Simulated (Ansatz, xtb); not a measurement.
# Relaxing a trial structure of C3H3AlF

The starting geometry of this gas-phase doublet was built from a drawn formula by distance geometry and a force field; its bonds are those of `FC1=[CH][Al][CH2]1`.

| atom | x (Å) | y (Å) | z (Å) |
| --- | --- | --- | --- |
| C | -1.1248 | -0.7192 | 0.1225 |
| C | -1.8873 | -1.4559 | -0.7888 |
| C | -2.3033 | 0.2133 | 0.4293 |
| Al | -3.6030 | -0.4837 | -0.6250 |
| F | 0.1335 | -0.7903 | 0.6047 |
| H | -1.6060 | -2.3177 | -1.3891 |
| H | -2.0057 | 1.2573 | 0.2409 |
| H | -2.5393 | 0.1084 | 1.5551 |

Question: Predict what becomes of its bonds when it is optimised with r2SCAN-D4/def2-SVP.

Answer: It keeps its bonds, and is `FC1=[CH][Al][CH2]1`. Distances that change by over a tenth: C3–Al4 (1.81 → 2.02 Å).

The energy falls by 2.18 eV over 11 steps:

```
step  E − E(last) (eV)
   1             2.179
   2             0.292
   3             0.045
   4             0.003
   5             0.001
   7             0.000
   8             0.000
   9             0.000
  10             0.000
  11             0.000
```

Final geometry (Å):

```yaml
atoms:
  - { symbol: C, position_ang: [-1.3966, -0.7437, 0.0198] }
  - { symbol: C, position_ang: [-1.9135, -1.5889, -0.9074] }
  - { symbol: C, position_ang: [-2.2808, 0.3329, 0.5822] }
  - { symbol: Al, position_ang: [-3.5431, -0.5765, -0.6998] }
  - { symbol: F, position_ang: [-0.1270, -0.8056, 0.4761] }
  - { symbol: H, position_ang: [-1.3371, -2.3962, -1.3637] }
  - { symbol: H, position_ang: [-1.9076, 1.3494, 0.3711] }
  - { symbol: H, position_ang: [-2.4301, 0.2408, 1.6714] }
```

From the same start GFN2-xTB reaches the same bonding as this run.

No frequencies were run, so the end isn't proven a minimum. Open shells are spin-unrestricted. Run with Ansatz 0.2.0, 66 s on 2 threads of Intel(R) Xeon(R) Platinum 8259CL CPU @ 2.50GHz (Skylake/Cascade Lake), with other jobs on the host.
